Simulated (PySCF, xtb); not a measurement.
B(Me)(Et)(NH2) (C₃H₁₀BN), SMILES CCB(C)N.

GFN2-xTB in xtb at its own geometry gives an orbital gap of 6.08 eV and a dipole moment of 1.52 D.

The structure is a stationary point at r2SCAN-D4/def2-SVP. Other conformers were not sampled.

**Question.** What does r2SCAN/def2-TZVP (PySCF) give? (The exact figures need the calculation; the answer reports its results.)

**Answer.** gap 7.53 eV (levels -6.95 and 0.58 eV), dipole 1.15 D.
